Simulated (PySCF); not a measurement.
**C₆ coefficients of unlike pairs at PBE0**

Calculated with PySCF 2.14 from the dipole response of each species, C₆(A,B) = (3/π) ∫ α_A(iu) α_B(iu) du, in atomic units, from isotropic polarisabilities. For ions this is the dispersion term alone; charge-induced terms of lower order in 1/R come first.

```json
{"species": "Hf(3+)", "configuration": "[Xe] 4f14 5d1 (2D)", "basis": "x2c-TZVPPall with one added diffuse shell each of s, p, d, f type (12s8p8d4f1g)", "relativity": "spin-free X2C", "α (bohr³)": "6.584", "C₆ (like pair)": "28.47"}
{"species": "V", "configuration": "[Ar] 3d3 4s2 (4F)", "basis": "aug-cc-pwCVTZ-DK (10s9p7d4f3g)", "relativity": "spin-free X2C", "α (bohr³)": "95.51", "C₆ (like pair)": "1042"}
{"species": "Cl+", "configuration": "[Ne] 3s2 3p4 (3P)", "basis": "x2c-TZVPPall with one added diffuse shell each of s, p, d type (6s6p4d1f)", "relativity": "spin-free X2C", "α (bohr³)": "8.695", "C₆ (like pair)": "41.13"}
{"species": "Hf", "configuration": "[Xe] 4f14 5d2 6s2 (3F)", "basis": "aug-cc-pVTZ-PP with one added diffuse shell each of s, p, d, f, g type with ECP60MDF (7s7p6d4f3g)", "relativity": "core potential", "α (bohr³)": "103.8", "C₆ (like pair)": "1405"}
```

Q: Estimate C₆ for Cl+ with V.

A: The integral gives 165.7. The combination rule 2 C_A C_B / (C_A α_B/α_A + C_B α_A/α_B) gives 156.8 and the geometric mean 207.0.

No spin-orbit coupling is included.

The other pairs:

| pair | C₆ |
| --- | --- |
| Cl+, Hf(3+) | 33.57 |
| Hf, Hf(3+) | 156.0 |
| Hf, Cl+ | 201.5 |
| V, Hf(3+) | 127.7 |
| Hf, V | 1206 |
